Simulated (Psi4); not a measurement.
Complex: H2S (SMILES S) (first 3 atoms) with AsH3 (SMILES [AsH3]); geometry from B3LYP-D3(BJ)/def2-TZVP.
(charge 0, multiplicity 1):
```xyz
7

S     -0.280     0.379     0.356
H     -0.425    -0.956     0.347
H      1.006     0.291     0.732
As    -0.040    -0.637     3.978
H     -1.509    -0.878     3.659
H     -0.247     0.868     4.083
H     -0.266    -0.837     5.475
```

These are SAPT0/aug-cc-pVDZ (Psi4) values and carry that method's errors.

### Question
Give the four SAPT terms and the total, and say what mostly holds the pair together.

### Answer
electrostatics -2.12, exchange 3.24, induction -0.45, dispersion -2.10, total -1.43 kcal/mol; the largest attraction is electrostatics.
